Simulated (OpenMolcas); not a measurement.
A calculation on Mo³⁺.

```yaml
Program: OpenMolcas
Method: "MS-CASPT2, IPEA 0.25 Eh, imaginary shift 0.1 Eh (closed shells correlated: 4s 4p)"
Basis: ANO-RCC-VTZP [7s6p4d2f1g]
Scalar_Hamiltonian: DKH2, point nucleus
Active_space: 3 electrons in 10 orbitals (4d 5d)
State_averaging: 2S+1 = 4 even, 10 roots; 2S+1 = 2 even, 40 roots
Spin-orbit_coupling: state interaction with AMFI integrals over the reference wave functions, term energies averaged over their components
```

Task: Which level of the active space comes out lowest?

Result: 4d3 4F 3/2, with 99 % of that term; it is also the measured ground level.

Task: How high does 4d3 2P 1/2 lie?

Result: 14220 cm-1 above the lowest level; measured 14348 cm-1 above the ground level, so the calculation is off by -1 %.

Task: How high does 4d3 4F 7/2 lie?

Result: 1728 cm-1 above the lowest level; measured 1760 cm-1 above the ground level, so the calculation is off by -2 %.

Task: How high does 4d3 2G 7/2 lie?

Result: 11890 cm-1 above the lowest level; measured 11580 cm-1 above the ground level, so the calculation is off by +3 %.

Task: The level at 14340 cm-1 has J = 3/2. What is it made of, and what is its g factor?

Result: 52 % 4d3 2P 3/2, 31 % 4d3 2D(1), 16 % 4d3 4P; g = 1.229, against 1.334 from Landé's formula for the pure leading term.

Measured values: Sugar and Musgrove, J. Phys. Chem. Ref. Data 17, 155 (1988).

Term energies are means over components that CASPT2 splits; among the terms shown or strongly mixed into the levels shown the widest spread is 700 cm-1 (4d3 4F). Active for correlation alone: 5d; no level in the range computed is led by a configuration that fills it, so any true level of that kind is missing. Computed and measured levels are paired by configuration, term and J; levels that our copy of the source lacks, or whose pairing is in doubt (as where it misses far off the trend of its configuration), stay unpaired and out of the deviations. Levels of configurations outside the active space are missing.

A number in round brackets counts repeated terms of one configuration in the order of the reference energies.
